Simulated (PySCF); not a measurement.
Ligands exchanged one at a time, Sn C2H5-SH. Gas-phase values, no solvent. One relaxed conformer stands for each flexible species; it need not be the lowest. Strings in code marks are SMILES.

The LUMO from two functionals at the same geometries (B3LYP-D3(BJ)/def2-SVP), both in PySCF: PBE-D3(BJ)/def2-TZVP and TPSSh-D3(BJ)/def2-TZVP. 

| species | TPSSh-D3(BJ)/def2-TZVP (eV) |
|---|---|
| 2 of 4 C2H5 replaced by SH (`[CH2]([Sn]([CH2]C)([SH])[SH])C`) | -1.11 |
| 3 of 4 C2H5 replaced by SH (`C[CH2][Sn]([SH])([SH])[SH]`) | -2.00 |
| 4 of 4 C2H5 replaced by SH (`[SH][Sn]([SH])([SH])[SH]`) | -2.80 |

Problem. What does PBE-D3(BJ)/def2-TZVP give for each?

Solution. 
- 2 of 4 C2H5 replaced by SH (`[CH2]([Sn]([CH2]C)([SH])[SH])C`): -1.59
- 3 of 4 C2H5 replaced by SH (`C[CH2][Sn]([SH])([SH])[SH]`): -2.44
- 4 of 4 C2H5 replaced by SH (`[SH][Sn]([SH])([SH])[SH]`): -3.21
Over these rows, drawn at random from the members with no instability flagged (it was tested for open shells, ions and some series alone), PBE minus TPSSh-D3(BJ): mean -0.44 eV, from -0.47 eV to -0.42 eV.
